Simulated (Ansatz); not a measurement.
```yaml
crystal:
  periodic: [false, false, false]
  atoms:
    - {symbol: C, position_ang: [-1.605655, -1.026449, -1.479187]}
    - {symbol: N, position_ang: [-1.302868, -0.992040, 0.877087]}
    - {symbol: Sb, position_ang: [2.155359, -0.081439, 2.415970]}
    - {symbol: H, position_ang: [-3.444779, -1.598012, -2.249195]}
    - {symbol: H, position_ang: [-0.166742, -0.508944, -2.890372]}
    - {symbol: H, position_ang: [1.092839, 2.770394, 3.499766]}
    - {symbol: H, position_ang: [3.387497, 1.308176, -0.260619]}
basis:
  gaussian: {orbitals: x2c-TZVPPall, point_charges: [{charge: -1.00, position_ang: [4.447, 0.906, -0.117]}]}
hamiltonian: {xc: {name: RPBE}, dispersion: d3bjatm, pseudopotentials: {relativity: scalar}}
output: {forces: true}
```

```sh
$ ansatz run in.yaml --threads 2 --pin off --events-out ev --progress --plain --max-ram 4352MiB
```

It prints (some lines left out):

```
Functional definition: RPBE
1054 factors; their error is unknown
mean field evaluation 1: about -178860.2235 eV, gradient 1.2e2 eV
mean field evaluation 2: about -178258.7523 eV, gradient 2.3e2 eV
mean field evaluation 4: about -178724.4074 eV, gradient 1.5e2 eV
mean field evaluation 8: about -178926.8498 eV, gradient 7.3e0 eV
mean field evaluation 16: about -178927.5702 eV, gradient 1.5e-5 eV
mean field -178927.57016699 eV, -6575.4669221739 hartree, gradient 1.5e-5 eV, S^2 0.000000; 6 other end points of the search recorded, 0 dependent functions left out
reference -178927.57021475 eV, -6575.4669239289 hartree; 34, 34 occupied and 144, 144 virtual orbitals, 1054 factors
Total energy: -178927.89551769 eV, -6575.4788785914 hartree
Relativity: scalar
Atom 0 at    -1.605655    -1.026449    -1.479187 Å, force     0.047639     0.044817     1.063672 eV/Å
Atom 1 at    -1.302868    -0.992040     0.877087 Å, force     0.165767     0.045973    -3.016202 eV/Å
Atom 2 at     2.155359    -0.081439     2.415970 Å, force    -0.888029     1.675423    -1.049311 eV/Å
Atom 3 at    -3.444779    -1.598012    -2.249195 Å, force     2.207448     0.679363     0.862620 eV/Å
Atom 4 at    -0.166742    -0.508944    -2.890372 Å, force    -1.677123    -0.613337     1.543375 eV/Å
Atom 5 at     1.092839     2.770394     3.499766 Å, force     0.455851    -1.245531    -0.406768 eV/Å
Atom 6 at     3.387497     1.308176    -0.260619 Å, force     6.775424    -3.416227     2.146896 eV/Å
Dipole moment:     2.918524     0.507522    -0.319502 e Å
```

(1) Something in this input is off. What?

Results:

(1) The coordinates are in bohr but typed as ångström. Self-consistency was reached. The result belongs to that input, not to the molecule as meant.
